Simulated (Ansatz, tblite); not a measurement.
Cost and result up the ladder for SbMe2Br (C2H6BrSb) (10 atoms). Charge 0, multiplicity 1. Geometry: B3LYP-D4/def2-SVP.

```xyz
10

Sb    0.362    1.196   -0.488
C     0.893    0.134    1.347
H     0.015   -0.414    1.716
H     1.230    0.852    2.109
H     1.709   -0.571    1.123
C    -0.476   -0.590   -1.431
H    -1.025   -0.305   -2.340
H    -1.158   -1.087   -0.728
H     0.347   -1.270   -1.700
Br   -1.898    2.054    0.392
```

Ansatz on 4 threads of Arm Neoverse V1 on a shared host; xTB runs through tblite on one thread. Times are rough, summed over both states, and most runs start from the orbitals of an earlier one. PBE0-D4/def2-TZVP serves as the yardstick here, not as an exact answer. The other state is a triplet.

In the def2 sets Sb takes a core potential; there is no spin–orbit coupling. The xTB rows come from tblite.

xTB has no spin-polarisation term.

| level | functions | wall time | vertical triplet (eV) | difference from PBE0-D4/def2-TZVP (eV) |
| --- | --- | --- | --- | --- |
| GFN2-xTB | 32 | 0.01 s | 3.97 | 0.43 |
| GFN1-xTB | 38 | 0.013 s | 4.73 | 1.20 |
| PBE-D4/def2-TZVP | 196 | 6.8 s | 3.43 | -0.11 |
| PBE0-D4/def2-TZVP | 196 | 12 s | 3.53 | 0.00 |
| r2SCAN-D4/def2-TZVP | 196 | 16 s | 3.48 | -0.06 |
